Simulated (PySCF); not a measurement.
trisilylphosphine (H9PSi3), SMILES [SiH3]P([SiH3])[SiH3]. Geometry: PBE0-D3(BJ)/def2-SVP.

Q: Give the equilibrium geometry at PBE0-D3(BJ)/def2-SVP (PySCF confirms it by a frequency run) as bond lengths and angles, and its point group. (An estimate is asked for; the answer gives what the named calculation found.)

A: point group C3.
Atoms: Si1 P2 Si3 Si4 H5 H6 H7 H8 H9 H10 H11 H12 H13. Bonded distances (Å): Si1–P2 2.260, Si1–H5 1.493, Si1–H6 1.497, Si1–H7 1.493, P2–Si3 2.260, P2–Si4 2.260, Si3–H8 1.493, Si3–H9 1.493, Si3–H10 1.497, Si4–H11 1.493, Si4–H12 1.493, Si4–H13 1.497. Angles (°): P2–Si1–H5 108.1, P2–Si1–H6 113.0, P2–Si1–H7 108.1, H5–Si1–H6 109.0, H5–Si1–H7 109.5, H6–Si1–H7 109.0, Si1–P2–Si3 97.4, Si1–P2–Si4 97.4, Si3–P2–Si4 97.4, P2–Si3–H8 108.1, P2–Si3–H9 108.1, P2–Si3–H10 113.0, H8–Si3–H9 109.5, H8–Si3–H10 109.0, H9–Si3–H10 109.0, P2–Si4–H11 108.1, P2–Si4–H12 108.1, P2–Si4–H13 113.0, H11–Si4–H12 109.5, H11–Si4–H13 109.0, H12–Si4–H13 109.0.
